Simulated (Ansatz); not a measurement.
Reaction (ligand exchange at the Si–Cl bond): `C[SiH](Cl)[SnH3]` + H–F → `C[SiH](F)[SnH3]` + HCl

Calculated with Ansatz (gas phase, PBE0-D4/def2-TZVP geometries, no zero-point term in ΔE). CBS: MP2 limit from def2 TZ/QZ plus the TZ coupled-cluster correction, frozen cores. This one scheme is used for every species. Functionals use def2-TZVPP. B3LYP here is the variant with VWN-RPA as its local correlation; programs differ in this. def2 core potentials past Kr. For Sn outer-core shells are correlated without core-valence functions, which leaves a few kJ/mol of doubt a bond.

`C[SiH](Cl)[SnH3]`:

```xyz
11

C    -0.824    0.075   -1.629
Si    0.403   -0.661   -0.435
Cl   -0.140   -2.623   -0.045
Sn    0.494    0.587    1.805
H    -0.535    1.100   -1.876
H    -0.854   -0.509   -2.552
H    -1.826    0.092   -1.196
H     1.754   -0.716   -1.054
H     0.969    2.214    1.572
H    -1.047    0.589    2.542
H     1.606   -0.148    2.869
```

H–F:

Z-matrix (Å, degrees):
```
F
H 1 0.920
```

`C[SiH](F)[SnH3]`:

Z-matrix (Å, degrees):
```
C
Si 1 1.859
H 1 1.092 2 111.4
H 1 1.093 2 110.7 3 120.9
H 1 1.094 2 109.8 3 -119.8
F 2 1.610 1 108.8 3 -62.4
Sn 2 2.571 1 112.5 3 57.3
H 2 1.489 1 110.2 3 -179.0
H 7 1.707 2 111.9 1 -177.4
H 7 1.709 2 111.1 1 -56.4
H 7 1.711 2 110.0 1 62.6
```

HCl:

Cartesian coordinates in Å:
```
Cl 0.070 0.113 -0.625
H -0.070 -0.113 0.625
```

```json
{"level": "PBE-D4", "ΔE (kJ/mol)": "-23.5", "difference from CCSD(T)/CBS": "3.0"}
{"level": "r2SCAN-D4", "ΔE (kJ/mol)": "-31.5", "difference from CCSD(T)/CBS": "-5.0"}
{"level": "PBE0-D4", "ΔE (kJ/mol)": "-22.3", "difference from CCSD(T)/CBS": "4.2"}
{"level": "ωB97X-V", "ΔE (kJ/mol)": "-32.4", "difference from CCSD(T)/CBS": "-5.9"}
{"level": "B2PLYP", "ΔE (kJ/mol)": "-35.5", "difference from CCSD(T)/CBS": "-9.0"}
{"level": "PBE", "ΔE (kJ/mol)": "-28.0", "difference from CCSD(T)/CBS": "-1.5"}
{"level": "B3LYP", "ΔE (kJ/mol)": "-40.0", "difference from CCSD(T)/CBS": "-13.5"}
{"level": "HF/def2-TZVPP", "ΔE (kJ/mol)": "-43.3", "difference from CCSD(T)/CBS": "-16.8"}
{"level": "SCS-MP2/def2-TZVPP", "ΔE (kJ/mol)": "-30.9", "difference from CCSD(T)/CBS": "-4.4"}
{"level": "CCSD/def2-TZVPP", "ΔE (kJ/mol)": "-33.7", "difference from CCSD(T)/CBS": "-7.2"}
{"level": "CCSD(T)/def2-TZVPP", "ΔE (kJ/mol)": "-30.9", "difference from CCSD(T)/CBS": "-4.4"}
{"level": "HF/def2-QZVPP", "ΔE (kJ/mol)": "-45.1", "difference from CCSD(T)/CBS": "-18.6"}
{"level": "MP2/def2-QZVPP", "ΔE (kJ/mol)": "-21.9", "difference from CCSD(T)/CBS": "4.6"}
{"level": "SCS-MP2/def2-QZVPP", "ΔE (kJ/mol)": "-28.9", "difference from CCSD(T)/CBS": "-2.4"}
{"level": "MP2/CBS(def2)", "ΔE (kJ/mol)": "-19.4", "difference from CCSD(T)/CBS": "7.1"}
{"level": "CCSD/CBS(def2)", "ΔE (kJ/mol)": "-29.2", "difference from CCSD(T)/CBS": "-2.7"}
{"level": "CCSD(T)/CBS", "ΔE (kJ/mol)": "-26.5", "difference from CCSD(T)/CBS": "0"}
```

Largest T1 diagnostic among the species: 0.013.

In def2-TZVPP, CCSD(T) changes the Hartree–Fock value by +12.4 kJ/mol (the triples alone add +2.7 kJ/mol) and MP2 by +19.4 kJ/mol. The D4 term adds +7.4 kJ/mol with B3LYP and +4.0 kJ/mol with PBE0; it sums over pairs of atoms, weighted by their polarisabilities, and B3LYP, whose exchange is more repulsive, gets the larger term.
